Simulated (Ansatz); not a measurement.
Reaction (redistribution): `C[CH](C)[Mg][NH2]` + `C[O][SbH][CH](C)C` → `C[CH](C)[Mg][CH](C)C` + `C[O][SbH][NH2]`

Isolated molecules relaxed with PBE0-D4/def2-TZVP in Ansatz; ΔE leaves out vibrations. CCSD(T)/CBS adds triple-zeta CCSD(T) − MP2 to the extrapolated MP2 energy (def2 sets, frozen cores). DFT in def2-TZVPP. def2 core potentials past Kr. For Mg, Sb outer-core shells are correlated without core-valence functions, which leaves a few kJ/mol of doubt a bond. One conformer a species, not always the lowest.

`C[CH](C)[Mg][NH2]`:

```xyz
14

C     0.519   -1.507   -0.825
C    -0.466   -0.587   -0.105
C    -0.612   -1.009    1.356
Mg    0.008    1.458   -0.328
N     0.438    3.291   -0.531
H     0.234   -2.565   -0.723
H     0.586   -1.298   -1.898
H     1.533   -1.422   -0.417
H    -1.447   -0.715   -0.585
H    -1.377   -0.435    1.887
H    -0.890   -2.070    1.445
H     0.324   -0.890    1.913
H     0.199    4.039    0.104
H     0.951    3.708   -1.293
```

`C[O][SbH][CH](C)C`:

Z-matrix (Å, degrees):
```
C
O 1 1.405
H 1 1.094 2 107.9
H 1 1.099 2 112.5 3 -118.7
H 1 1.099 2 112.8 3 119.0
Sb 2 1.978 1 117.9 3 -172.6
C 6 2.175 2 96.2 1 -110.8
H 6 1.716 2 92.2 1 157.1
C 7 1.516 6 111.6 2 -40.0
C 7 1.520 6 109.0 2 -165.2
H 7 1.096 6 104.3 2 78.3
H 9 1.096 7 110.7 6 173.5
H 9 1.092 7 111.8 6 52.8
H 9 1.094 7 110.8 6 -67.2
H 10 1.096 7 110.7 6 -177.0
H 10 1.094 7 112.5 6 -57.0
H 10 1.095 7 111.2 6 64.1
```

`C[CH](C)[Mg][CH](C)C`:

Cartesian coordinates in Å:
```
C 2.834 -0.887 -0.318
C 2.039 -0.142 0.753
C 2.539 1.296 0.879
Mg -0.056 -0.257 0.446
C -2.148 -0.350 0.102
C -2.802 1.030 0.070
C -2.504 -1.135 -1.158
H 2.678 -0.460 -1.316
H 2.571 -1.948 -0.379
H 3.918 -0.838 -0.130
H 2.232 -0.643 1.713
H 3.623 1.337 1.062
H 2.362 1.874 -0.036
H 2.058 1.840 1.698
H -2.570 -0.894 0.960
H -3.890 0.962 -0.084
H -2.416 1.648 -0.749
H -2.647 1.593 0.996
H -2.130 -2.164 -1.136
H -2.098 -0.667 -2.062
H -3.593 -1.195 -1.308
```

`C[O][SbH][NH2]`:

Z-matrix (Å, degrees):
```
C
O 1 1.403
H 1 1.094 2 108.3
H 1 1.099 2 112.2 3 118.8
H 1 1.100 2 112.9 3 -119.1
Sb 2 1.979 1 118.0 3 168.6
N 6 2.012 2 101.9 1 87.6
H 6 1.710 2 89.1 1 179.7
H 7 1.010 6 115.1 2 -88.4
H 7 1.011 6 116.0 2 41.6
```

```csv
level,ΔE (eV)
r2SCAN-D4,0.82
SCS-MP2/def2-QZVPP,0.87
HF/CBS(def2),0.78
MP2/CBS(def2),0.91
```

Q: What does CCSD(T)/CBS give? (Estimate.)

A: Computed: +0.85 eV. The listed levels differ from it by -0.03, 0.02, -0.07, 0.06 eV.

Largest T1 diagnostic among the species: 0.014.

From PBE to PBE0 (25 % exact exchange), in def2-TZVPP and without D4, ΔE moves by +0.06 eV. The D4 term adds +0.09 eV with B3LYP and +0.05 eV with PBE0; it sums over pairs of atoms, weighted by their polarisabilities, and B3LYP, whose exchange is more repulsive, gets the larger term. In def2-TZVPP, CCSD(T) changes the Hartree–Fock value by +0.07 eV (the triples alone add −0.00 eV) and MP2 by +0.13 eV.

B3LYP here is the variant with VWN-RPA as its local correlation; programs differ in this.
